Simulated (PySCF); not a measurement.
# PBE0 on Pd (palladium, neutral)

Configuration: [Kr] 4d9 5s1, high-spin 3D determinant (an excited configuration). Computed with PySCF 2.14 in x2c-TZVPPall with one added diffuse shell each of s, p, d, f type (9s7p7d3f1g, 95 functions), with scalar relativity by spin-free X2C-1e.

* Total energy: -5044.91 hartree
* One-electron energy: -6956.00 hartree
* Hartree (Coulomb) energy: 2056.03 hartree
* Exchange-correlation energy: -144.94 hartree
* ⟨S²⟩: 2.0010
* ⟨L²⟩: 6.015
* Sum of ⟨r⟩: 32.42 bohr
* Sum of ⟨r²⟩: 49.36 bohr²
* Traceless quadrupole moment −½Σ⟨3z² − r²⟩ along its main axis: -0.675 e·bohr²
* Langevin diamagnetic susceptibility: -39.1 ×10⁻⁶ cm³/mol

```json
{"shell": "1s α", "electrons": "1", "mean orbital energy (hartree)": "-889.95607", "spread (hartree)": "0", "rms radius, mean of both spins (bohr)": "0.0365"}
{"shell": "1s β", "electrons": "1", "mean orbital energy (hartree)": "-889.95512", "spread (hartree)": "0", "rms radius, mean of both spins (bohr)": "0.0365"}
{"shell": "2s α", "electrons": "1", "mean orbital energy (hartree)": "-130.85414", "spread (hartree)": "0", "rms radius, mean of both spins (bohr)": "0.150"}
{"shell": "2s β", "electrons": "1", "mean orbital energy (hartree)": "-130.84678", "spread (hartree)": "0", "rms radius, mean of both spins (bohr)": "0.150"}
{"shell": "2p α", "electrons": "3", "mean orbital energy (hartree)": "-117.32558", "spread (hartree)": "0.01140", "rms radius, mean of both spins (bohr)": "0.133"}
{"shell": "2p β", "electrons": "3", "mean orbital energy (hartree)": "-117.31959", "spread (hartree)": "0.00482", "rms radius, mean of both spins (bohr)": "0.133"}
{"shell": "3s α", "electrons": "1", "mean orbital energy (hartree)": "-24.03763", "spread (hartree)": "0", "rms radius, mean of both spins (bohr)": "0.405"}
{"shell": "3s β", "electrons": "1", "mean orbital energy (hartree)": "-24.03276", "spread (hartree)": "0", "rms radius, mean of both spins (bohr)": "0.405"}
{"shell": "3p α", "electrons": "3", "mean orbital energy (hartree)": "-19.55544", "spread (hartree)": "0.02203", "rms radius, mean of both spins (bohr)": "0.407"}
{"shell": "3p β", "electrons": "3", "mean orbital energy (hartree)": "-19.55060", "spread (hartree)": "0.01743", "rms radius, mean of both spins (bohr)": "0.407"}
{"shell": "3d α", "electrons": "5", "mean orbital energy (hartree)": "-12.41423", "spread (hartree)": "0.02631", "rms radius, mean of both spins (bohr)": "0.390"}
{"shell": "3d β", "electrons": "5", "mean orbital energy (hartree)": "-12.40635", "spread (hartree)": "0.01707", "rms radius, mean of both spins (bohr)": "0.390"}
{"shell": "4s α", "electrons": "1", "mean orbital energy (hartree)": "-3.46350", "spread (hartree)": "0", "rms radius, mean of both spins (bohr)": "1.01"}
{"shell": "4s β", "electrons": "1", "mean orbital energy (hartree)": "-3.42643", "spread (hartree)": "0", "rms radius, mean of both spins (bohr)": "1.01"}
{"shell": "4p α", "electrons": "3", "mean orbital energy (hartree)": "-2.16178", "spread (hartree)": "0.05073", "rms radius, mean of both spins (bohr)": "1.12"}
{"shell": "4p β", "electrons": "3", "mean orbital energy (hartree)": "-2.12067", "spread (hartree)": "0.00431", "rms radius, mean of both spins (bohr)": "1.12"}
{"shell": "4d α", "electrons": "5", "mean orbital energy (hartree)": "-0.32194", "spread (hartree)": "0.05723", "rms radius, mean of both spins (bohr)": "1.66"}
{"shell": "4d β", "electrons": "4", "mean orbital energy (hartree)": "-0.28768", "spread (hartree)": "0.03354", "rms radius, mean of both spins (bohr)": "1.66"}
{"shell": "5s α", "electrons": "1", "mean orbital energy (hartree)": "-0.19523", "spread (hartree)": "0", "rms radius, mean of both spins (bohr)": "3.48"}
```

Densities and radii are taken from the X2C orbitals without a picture-change correction, which distorts them close to the nucleus.
